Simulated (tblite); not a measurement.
2,3-dimethylbutanoic acid, C6H12O2.
Geometry (GFN2-xTB, Å), atoms numbered from 1 in this order:
```
atom  x, y, z in Å
C1    -1.013   -0.955    1.370
C2    -0.837    0.222    0.411
C3    -1.552   -0.061   -0.907
C4     0.666    0.537    0.220
C5     0.899    1.689   -0.758
C6     1.403   -0.691   -0.261
O7     1.342   -1.173   -1.361
O8     2.171   -1.218    0.703
H9    -0.670   -1.878    0.908
H10   -2.062   -1.075    1.631
H11   -0.446   -0.798    2.286
H12   -1.286    1.111    0.869
H13   -1.597    0.829   -1.528
H14   -2.571   -0.388   -0.711
H15   -1.038   -0.843   -1.460
H16    1.079    0.796    1.200
H17    0.693    1.366   -1.774
H18    0.252    2.527   -0.510
H19    1.933    2.023   -0.709
H20    2.628   -2.012    0.380
```

All values are computed: GFN2-xTB (tblite) harmonic vibrations without scaling, gas phase. This tight-binding method is rough: wavenumbers can miss measured ones by several per cent, in bad cases by 10 to 20. One conformer, not necessarily the lowest.

Harmonic wavenumbers (cm⁻¹): 46.5, 82.4, 161.7, 200.1, 217.3, 231.1, 249.5, 281.9, 347.7, 365.9, 454.2, 505.2, 619.9, 653.5, 731.5, 794.6, 879.9, 953.0, 970.1, 987.7, 1030.9, 1061.0, 1106.4, 1109.0, 1147.8, 1172.6, 1196.8, 1207.0, 1284.6, 1290.6, 1332.9, 1351.2, 1404.3, 1412.2, 1424.8, 1487.7, 1491.9, 1498.7, 1501.3, 1508.4, 1515.9, 1789.5, 2914.8, 2953.5, 3029.1, 3029.4, 3034.0, 3034.3, 3038.8, 3039.2, 3050.3, 3054.4, 3058.7, 3437.9.

A = 2425, B = 1758, C = 1459 MHz; mass 116.084 u (most abundant isotopes); point group C1, symmetry number 1.

Zero-point energy?

½Σν̃ = 37867 cm⁻¹ = 452.99 kJ/mol.

Entropy at 500 K, 1 bar (ideal gas, RRHO, classical rotation)?

Translation 178.90, rotation 125.01, vibration 193.61: S = 497.5 J/(mol K).

And Cp and H(500 K) − H(0)?

Cp = 233.38 J/(mol K), of which vibrations give 200.12 (their classical limit is 54 R = 449.0); H(500 K) − H(0) = 67.39 kJ/mol without the zero-point energy, 50.76 from vibrations.

How do the functions run with temperature in this model?

```
 T (K)  S (J/(mol K))  Cp (J/(mol K))  H − H(0) (kJ/mol)  G − H(0) (kJ/mol)  ln q(vib)
    50          237.6            50.0               2.00              -9.88       0.42
   100          279.9            75.1               5.13             -22.86       1.38
298.15          398.4           154.5              27.99             -90.78       6.14
373.15          436.4           185.5              40.74            -122.09       7.97
   750          606.4           303.6             135.13            -319.68      17.09
  1000          700.6           350.7             217.29            -483.35      22.81
```

q(vib) and H(0) count from the zero-point level.

Blend soft modes into free rotors: weight 1/[1 + (100 cm⁻¹/ν̃)⁴] for the oscillator and the rest for a rotor with moment μB/(μ + B), μ = h/(8π²ν), B = 10⁻⁴⁴ kg m². What vibrational entropy results?

181.92 J/(mol K) in place of 193.61, which changes −T·S at 500 K by +5.84 kJ/mol.

What must be added to the electronic energy to get the Gibbs energy at 500 K and 1 bar?

ZPE + [H(500 K) − H(0)] − T·S = 452.99 + 67.39 − 248.76 = 271.62 kJ/mol.

Hindered rotation and anharmonicity are outside this model. Other conformers, if any are populated, would add a mixing term that is left out. The structure is chiral; the term R ln 2 for an equal mix with its mirror image is left out.
